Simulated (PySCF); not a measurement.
PySCF input (HF/def2-TZVPD):

```python
from pyscf import gto, scf, dft

mol = gto.M(
    atom='''
    S     1.27597533    0.24842012    0.25976651
    S    -0.39355019   -0.60101803   -0.17483554
    O    -1.61153506    0.53086308   -0.17552847
    H    -1.22652171    1.39466201    0.04533221
    ''',
    basis='def2-tzvpd',
    charge=0,
    spin=1,
    verbose=4,
)

mf = scf.UHF(mol).density_fit(auxbasis='def2-universal-jkfit')
mf.conv_tol = 1e-9
mf.max_cycle = 100
mf.max_memory = 1500
mf.kernel()
if not mf.converged:
    mf = mf.newton()
    mf.kernel(mf.make_rdm1())
for _ in range(2):
    mo, _, stable, _ = mf.stability(return_status=True)
    if stable:
        break
    mf.kernel(mf.make_rdm1(mo, mf.mo_occ))
mf.analyze()
```

End of the output:

```
Extra cycle  E= -870.537933944944  delta_E= -3.71e-11  |g|= 3.84e-06  |ddm|= 7.6e-06
converged SCF energy = -870.537933944944  <S^2> = 0.78252215  2S+1 = 2.0322619
uhf_internal: lowest eigs of H = [0.11891972 0.12979451 0.24945011]
<class 'pyscf.df.df_jk.DFUHF'> wavefunction is stable in the internal stability analysis
**** SCF Summaries ****
Total Energy =                        -870.537933944943688
Nuclear Repulsion Energy =             145.594851821195562
One-electron Energy =                -1492.774904319902362
Two-electron Energy =                  476.642118553763055
Two-electron Coulomb Energy =          535.320022479773343
DFT Exchange-Correlation Energy =      -58.677903926010288
HOMO-LUMO gap [eV] =                    10.070531737684394
**** MO energy ****
                             alpha | beta                alpha | beta
MO #1   energy= -92.0736912022782  | -92.0684220842471  occ= 1 | 1
MO #2   energy= -91.9909969023246  | -91.9836442261328  occ= 1 | 1
MO #3   energy= -20.6211142492314  | -20.618967274071   occ= 1 | 1
MO #4   energy= -9.06790671780119  | -9.06259235750089  occ= 1 | 1
MO #5   energy= -8.99429572481112  | -8.98709554076856  occ= 1 | 1
MO #6   energy= -6.75530443542621  | -6.74478603964125  occ= 1 | 1
MO #7   energy= -6.74761478878681  | -6.74399400984427  occ= 1 | 1
MO #8   energy= -6.74559771476227  | -6.73350993441874  occ= 1 | 1
MO #9   energy= -6.68505528393222  | -6.66945730147288  occ= 1 | 1
MO #10  energy= -6.6730487300246   | -6.66724528800575  occ= 1 | 1
MO #11  energy= -6.67162438378098  | -6.6550000181154   occ= 1 | 1
MO #12  energy= -1.41102018352592  | -1.40412172219476  occ= 1 | 1
MO #13  energy= -1.08559072621539  | -1.05581814388258  occ= 1 | 1
MO #14  energy= -0.876876072968685 | -0.83018376016016  occ= 1 | 1
MO #15  energy= -0.702173542456656 | -0.680881333975279 occ= 1 | 1
MO #16  energy= -0.623448100245954 | -0.606823727451027 occ= 1 | 1
MO #17  energy= -0.612546830612568 | -0.58746742463411  occ= 1 | 1
MO #18  energy= -0.505530381103771 | -0.489610515031785 occ= 1 | 1
MO #19  energy= -0.500186224012866 | -0.396602974119937 occ= 1 | 1
MO #20  energy= -0.405681196984964 | -0.3914697450894   occ= 1 | 1
MO #21  energy= -0.36369447787591  | 0.00639074050593536 occ= 1 | 0
MO #22  energy= 0.0505343088085698 | 0.0519751350960925 occ= 0 | 0
MO #23  energy= 0.0578624535305838 | 0.0587087335301321 occ= 0 | 0
MO #24  energy= 0.072111643050228  | 0.0726842289744904 occ= 0 | 0
MO #25  energy= 0.0787028058836783 | 0.0809900846868573 occ= 0 | 0
MO #26  energy= 0.0838631343416468 | 0.0854288934059478 occ= 0 | 0
MO #27  energy= 0.0975128258361234 | 0.0971941503296149 occ= 0 | 0
MO #28  energy= 0.0975635980615275 | 0.106340744838135  occ= 0 | 0
MO #29  energy= 0.134664595262226  | 0.138329783470557  occ= 0 | 0
MO #30  energy= 0.137097904911731  | 0.146264980707619  occ= 0 | 0
MO #31  energy= 0.147022869485384  | 0.148571186366367  occ= 0 | 0
MO #32  energy= 0.152562841307038  | 0.153846562747748  occ= 0 | 0
MO #33  energy= 0.173549855386103  | 0.174998011630422  occ= 0 | 0
MO #34  energy= 0.200707091333507  | 0.203418962300747  occ= 0 | 0
MO #35  energy= 0.224062832510772  | 0.232531186970125  occ= 0 | 0
MO #36  energy= 0.24406748965223   | 0.252735023693304  occ= 0 | 0
MO #37  energy= 0.252236416888513  | 0.26482564416817   occ= 0 | 0
MO #38  energy= 0.263169822694933  | 0.269709386043773  occ= 0 | 0
MO #39  energy= 0.284852536480249  | 0.288891042405824  occ= 0 | 0
MO #40  energy= 0.298170262329962  | 0.302737922782282  occ= 0 | 0
MO #41  energy= 0.308706244852322  | 0.31166270409182   occ= 0 | 0
MO #42  energy= 0.31254526682716   | 0.315209867683876  occ= 0 | 0
MO #43  energy= 0.325016319334544  | 0.341120674772705  occ= 0 | 0
MO #44  energy= 0.342732565578103  | 0.346935360537933  occ= 0 | 0
MO #45  energy= 0.357901876038307  | 0.35941439311908   occ= 0 | 0
MO #46  energy= 0.362215631955101  | 0.363755552912662  occ= 0 | 0
MO #47  energy= 0.369546623684434  | 0.376947033458668  occ= 0 | 0
MO #48  energy= 0.392571385349816  | 0.394922240114263  occ= 0 | 0
MO #49  energy= 0.416535936992803  | 0.418507927221692  occ= 0 | 0
MO #50  energy= 0.478117979674335  | 0.488729508976224  occ= 0 | 0
MO #51  energy= 0.500106690075435  | 0.501324452690584  occ= 0 | 0
MO #52  energy= 0.538154513269447  | 0.551776675355582  occ= 0 | 0
MO #53  energy= 0.54047270077735   | 0.567570685307876  occ= 0 | 0
MO #54  energy= 0.565855400740312  | 0.568337651347994  occ= 0 | 0
MO #55  energy= 0.567120591630839  | 0.579393168617463  occ= 0 | 0
MO #56  energy= 0.611457764034136  | 0.615159172755302  occ= 0 | 0
MO #57  energy= 0.616035115598769  | 0.639355470489683  occ= 0 | 0
MO #58  energy= 0.637656234329228  | 0.65243794200916   occ= 0 | 0
MO #59  energy= 0.644936033954597  | 0.669260522388501  occ= 0 | 0
MO #60  energy= 0.660944541930118  | 0.671544996699396  occ= 0 | 0
MO #61  energy= 0.679486015421599  | 0.704007886807174  occ= 0 | 0
MO #62  energy= 0.698566158329521  | 0.711433314005178  occ= 0 | 0
MO #63  energy= 0.724031308983964  | 0.730538916627691  occ= 0 | 0
MO #64  energy= 0.749920215773185  | 0.762735917612141  occ= 0 | 0
MO #65  energy= 0.757981174857318  | 0.775072282444256  occ= 0 | 0
MO #66  energy= 0.789476830750198  | 0.805196515264822  occ= 0 | 0
MO #67  energy= 0.839642798742115  | 0.846458999237879  occ= 0 | 0
MO #68  energy= 0.859583754195405  | 0.896778312351865  occ= 0 | 0
MO #69  energy= 0.903160326597422  | 0.907360321292648  occ= 0 | 0
MO #70  energy= 0.921606679239045  | 0.924484655617517  occ= 0 | 0
MO #71  energy= 0.938157889898781  | 0.943103492957091  occ= 0 | 0
MO #72  energy= 0.967243185479044  | 0.979922403567816  occ= 0 | 0
MO #73  energy= 1.03231530936436   | 1.03829143607534   occ= 0 | 0
MO #74  energy= 1.05073620083212   | 1.05655776993139   occ= 0 | 0
MO #75  energy= 1.12557762975666   | 1.12778368703231   occ= 0 | 0
MO #76  energy= 1.23213077430727   | 1.23577167081054   occ= 0 | 0
MO #77  energy= 1.36451489071015   | 1.37440526036571   occ= 0 | 0
MO #78  energy= 1.68211697625682   | 1.69271767891397   occ= 0 | 0
MO #79  energy= 1.71002340788721   | 1.71370334193965   occ= 0 | 0
MO #80  energy= 1.75239544235683   | 1.76470821375496   occ= 0 | 0
MO #81  energy= 1.75928517646147   | 1.77358676071924   occ= 0 | 0
MO #82  energy= 1.77131922478448   | 1.78293055416844   occ= 0 | 0
MO #83  energy= 1.77771262837887   | 1.78452253055231   occ= 0 | 0
MO #84  energy= 1.82179519688118   | 1.83277737023181   occ= 0 | 0
MO #85  energy= 1.82382478140814   | 1.83683908897072   occ= 0 | 0
MO #86  energy= 1.88906518786793   | 1.90472534417934   occ= 0 | 0
MO #87  energy= 1.89473893439862   | 1.9049820022599    occ= 0 | 0
MO #88  energy= 1.89551066934902   | 1.91377465990884   occ= 0 | 0
MO #89  energy= 1.90317527244519   | 1.91688666952208   occ= 0 | 0
MO #90  energy= 1.91356257338522   | 1.93220985187781   occ= 0 | 0
MO #91  energy= 1.92354508465537   | 1.94090873231649   occ= 0 | 0
MO #92  energy= 1.94138278402395   | 1.94523386496809   occ= 0 | 0
MO #93  energy= 1.95067740814948   | 1.97237629409846   occ= 0 | 0
MO #94  energy= 1.95536866532355   | 1.97286164424713   occ= 0 | 0
MO #95  energy= 1.98474882207094   | 1.9998256081249    occ= 0 | 0
MO #96  energy= 2.02934170222368   | 2.0354942923053    occ= 0 | 0
MO #97  energy= 2.07031318100785   | 2.07303808134001   occ= 0 | 0
MO #98  energy= 2.10235438884716   | 2.13850456199494   occ= 0 | 0
MO #99  energy= 2.16808806903097   | 2.18227554602115   occ= 0 | 0
MO #100 energy= 2.19323551539698   | 2.19718093255455   occ= 0 | 0
MO #101 energy= 2.21070573202885   | 2.23844339292311   occ= 0 | 0
MO #102 energy= 2.22553401556875   | 2.24859549251119   occ= 0 | 0
MO #103 energy= 2.2624222495615    | 2.26913714490706   occ= 0 | 0
MO #104 energy= 2.27733529379495   | 2.28913436627704   occ= 0 | 0
[...]
```

It need not be the lowest isomer of its formula.
